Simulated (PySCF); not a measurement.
## Dipole moment and polarisability of `CC[SiH2]O[SiH2][SiH2]N`

Compound: C2H13NOSi3.
Structure used (PBE0-D3(BJ)/def2-SVP), in Å, numbered top down from 1:
```
atom  x, y, z in Å
C1    -2.9169    0.8187   -0.3820
C2    -1.7210   -0.1255   -0.2865
Si3   -0.7589    0.0487    1.3119
O4     0.5156   -1.0186    1.3754
Si5    1.6219   -1.7740    0.3839
Si6    2.7281   -0.1395   -0.9042
N7     1.5669    1.1371   -1.1678
H8    -2.6084    1.8739   -0.3048
H9    -3.6493    0.6342    0.4203
H10   -3.4487    0.7067   -1.3398
H11   -2.0421   -1.1774   -0.3829
H12   -1.0046    0.0617   -1.1055
H13   -1.6287   -0.2077    2.4984
H14   -0.2271    1.4487    1.4255
H15    2.5561   -2.5634    1.2412
H16    0.9116   -2.7309   -0.5261
H17    3.0864   -0.6861   -2.2511
H18    4.0175    0.2832   -0.2540
H19    1.7017    1.7563   -1.9605
H20    1.2471    1.6706   -0.3644
```

Level: PBE0/def2-SVPD (PySCF), static field, nuclei fixed, core orbitals frozen in the response. The polarisability tensor in these axes (au):

```
x   130.09  -4.18  -4.49
y    -4.18 113.79  -5.54
z    -4.49  -5.54 110.70
```

Task: Give the principal values, the mean and the anisotropy Δα = √{½[(α1 − α2)² + (α2 − α3)² + (α1 − α3)²]}.

Result: Principal values 105.01, 117.97 and 131.60 au; mean 118.20 au = 17.51 Å³ = 19.49 × 10⁻⁴⁰ C²·m²/J; Δα = 23.03 au (19 % of the mean).

Task: What is the dipole moment, and where does it point?

Result: (-0.39, 1.23, -1.19) D, 1.76 D in size, pointing from the negative to the positive side. Measured along this direction, the outermost atoms are H15 at the negative end and H19, H10 and H8 at the positive end.

Task: What depolarisation ratio follows for Rayleigh scattering of linearly polarised light, taking the static tensor?

Result: ρ = 3Δα²/(45ᾱ² + 4Δα²) = 1591.2/(628655 + 2121.5) = 0.00252.

Task: Orientational against electronic polarisability at 250 K (dilute gas, rigid molecules)?

Result: In Gaussian units μ²/3kT = 29.76 Å³ against 17.51 Å³, a ratio of 1.70; the Debye molar polarisation (4π/3)N_A(α + μ²/3kT) is 119.2 cm³/mol, leaving out the vibrational part.

Task: Find the Langevin capture rate constant for O2+ (31.990 u) meeting this molecule (151.030 u), k = 2.342 × 10⁻⁹ cm³/s × √(α in Å³ / reduced mass in u).

Result: The reduced mass is 26.40 u, so k = 1.91 × 10⁻⁹ cm³/s. The formula leaves out the permanent dipole, which adds to the capture rate.

Task: Refractivity n − 1 of an ideal gas of it at 350 K and 1 atm, from the electronic α?

Result: N = p/kT = 2.0968 × 10¹⁹ cm⁻³, so n − 1 = 2π × N × 17.51 × 10⁻²⁴ cm³ = 2308 × 10⁻⁶ at long wavelengths.

One conformer (not necessarily the lowest) at the PBE0-D3(BJ)/def2-SVP geometry, without solvent, vibrations or thermal averaging.

The run behind these numbers computed excited states and ΔSCF ions as well. Time: 13 min wall; peak memory 1.1 GiB. Hardware: one thread, Arm Neoverse N1 (aarch64), no GPU, on a shared host.
